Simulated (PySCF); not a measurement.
## Electron correlation in P²⁺ (phosphorus, charge +2)

[Ne] 3s2 3p1, 2P determinant. Computed with PySCF 2.14 in aug-cc-pV(D+d)Z, with no relativity, point nucleus. Frozen: [Ne]; 3 electrons correlated.

```csv
level,correlation energy (mhartree)
CCSD,-59.65
(T),-0.67
CCSD(T),-60.32
CCSDT,-60.63
FCI,-60.63
```

Diagnostics: T1 = 0.011, D1 = 0.0263, largest double amplitude 0.111, weight of the Hartree-Fock determinant in FCI 0.9457 (9477 determinants).

Cost of the coupled-cluster step: roughly 0.3 core-seconds, for 3 correlated electrons.
